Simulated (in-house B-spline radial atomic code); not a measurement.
A fraction x of an electron is removed from 5p in Xe, starting from [Kr] 4d10 5s2 5p6 and keeping the highest spin. Computed with a B-spline radial code for spherical atoms: non-relativistic TPSS, spin-polarised, spherical fractional occupations, point nucleus.

```csv
x,E(x) - E(0) (eV),5p down level (eV)
0,0.0000,-8.406
0.07,0.6078,-8.961
0.19,1.7407,-9.923
0.26,2.4551,-10.489
0.42,4.2380,-11.800
0.5,5.2084,-12.462
0.58,6.2321,-13.130
0.63,6.8991,-13.550
0.79,9.1751,-14.904
0.95,11.6693,-16.276
1,12.4939,-16.708
```

The exact functional would give a straight line between the two integer points. Deviations E(x) - E(0) - x[E(1) - E(0)], in eV: -0.267 at x = 0.07, -0.633 at x = 0.19, -0.793 at x = 0.26, -1.009 at x = 0.42, -1.039 at x = 0.5, -1.014 at x = 0.58, -0.972 at x = 0.63, -0.695 at x = 0.79, -0.2 at x = 0.95.

The curve lies below the straight line by up to 1.039 eV (at x = 0.5): convex, the delocalisation error that favours fractional charges.

Question: How well does Slater's transition state (minus the level at half occupation) give the ionisation energy?

Answer: It gives 12.462 eV against 12.494 eV from the two total energies; NIST lists 12.13 eV, ground level to ground level.
